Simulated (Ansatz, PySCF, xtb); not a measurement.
Homolysis of single bonds, series Si Br-H. Isolated molecules, 0 K electronic values unless said otherwise. Strings in code marks are SMILES.

Quantity: homolytic bond dissociation enthalpy at 298 K (no spin–orbit term), in kcal/mol. Thermal and zero-point terms are GFN2-xTB rigid-rotor harmonic values (xtb).

Level 1: B3LYP-D3(BJ)/def2-TZVP (PySCF)
Level 2: frozen-core MP2/cc-pVTZ // B3LYP-D3(BJ)/def2-TZVP (Ansatz, an electronic-structure program)
Level 3: BP86/6-31G* // B3LYP-D3(BJ)/def2-TZVP (PySCF)
Level 4: HF/cc-pVTZ // B3LYP-D3(BJ)/def2-TZVP (Ansatz)

```
species                                                       level 1  level 2  level 3  level 4
------------------------------------------------------------  -------  -------  -------  -------
Br–Si bond of `Br[SiH](Br)Br`, giving `Br[SiH]Br` and `[Br]`     89.3     96.7     86.5     65.8
Br–Si bond of `Br[SiH2]Br`, giving `[Br]` and `[SiH2]Br`         91.6     97.4     89.6     68.2
```
